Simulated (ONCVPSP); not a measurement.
## molybdenum: one change to an ONCV potential, before and after

| Item | Value |
| --- | --- |
| Element | Mo |
| Generator | ONCVPSP 4.0.1 |
| Type | optimised norm-conserving Vanderbilt (ONCV) |
| Functional | PW91 |
| Relativity | fully relativistic |
| Frozen core | [Ar] 3d10 |
| Valence charge | 14 |
| Reference configuration | 4s2 4p6 4d5 (charge +1) |
| Partial waves | 4s: rc 1.10 bohr, ncon 4, nbas 7, qcut 4.6 1/bohr, 2 projectors, debl 1.9 Ha; 4p: rc 2.10 bohr, ncon 4, nbas 8, qcut 8.1 1/bohr, 2 projectors, debl 1.4 Ha; 4d: rc 2.25 bohr, ncon 4, nbas 8, qcut 5.8 1/bohr, 1 projector |
| Local potential | polynomial inside 0.80 bohr (lpopt 5, dvloc0 3 Ha) |
| Core correction | polynomial model core, fcfact 0.6 |

Open shells are filled in proportion to 2j + 1.

In the s channel the program set the typed energies aside and used -2.615, 0.250 Ha. In the p channel the program set the typed energies aside and used -1.637, 0.250 Ha (j = l + 1/2; the other j can differ).

Change: d: qcut 4.4.

Cutoffs: the cutoffs (Ha) at which the residual kinetic energy of the hardest occupied pseudo-wave falls to 1 and 0.1 mHa per electron; they do not see the model core or the augmentation charge, which bear on the density cutoff. Errors are all-electron minus pseudo energies relative to the spin-unpolarised reference configuration.

**Question.** What does the change do?

**Answer.** The potential gets neither clearly harder nor softer (96 Ha and 111 Ha → 96 Ha and 111 Ha); the s channel sets the loose cutoff, while the largest relative change is in d, which becomes harder; of the 4 tests that both files solve, the error grows in 4 and shrinks in 0 by more than 15 % and 0.3 meV (median size 5.7 → 16.6 meV); neither file shows a bound ghost.

```tsv
quantity	base	changed
cutoff, loose	96 Ha	96 Ha
cutoff, tight	111 Ha	111 Ha
loose cutoff by channel	s 96 Ha, p 14 Ha, d 14 Ha	s 96 Ha, p 14 Ha, d 33 Ha
bound ghosts	none	none
GHOST(+) flags under 300 eV	s at 43.6 eV	s at 43.6 eV
error for 4s2 4p6 4d5 5s1, meV [ΔE -6.94 eV]	+1.0	+3.0
error for 4s2 4p6 4d4, meV [ΔE 15.52 eV]	+2.7	+6.6
error for 4s2 4p6 4d3, meV [ΔE 42.33 eV]	+36	+86
error for 4s2 4p6 4d4 5s1 5p1, meV [ΔE -3.19 eV]	+8.7	+27
s: phases at 1.12 bohr within 0.05 rad from the reference energy up to (Ha; the scan ends near 5)	1.6	1.6
p3/2: phases at 2.13 bohr within 0.05 rad from the reference energy up to (Ha; the scan ends near 5)	4.8	4.8
p1/2: phases at 2.13 bohr within 0.05 rad from the reference energy up to (Ha; the scan ends near 5)	4.8	4.8
d5/2: phases at 2.28 bohr within 0.05 rad from the reference energy up to (Ha; the scan ends near 5)	1.0	0.8
d3/2: phases at 2.28 bohr within 0.05 rad from the reference energy up to (Ha; the scan ends near 5)	1.0	0.7
rms error of d²Exc/dni dnj with the model core, mHa	5.32	5.35
```
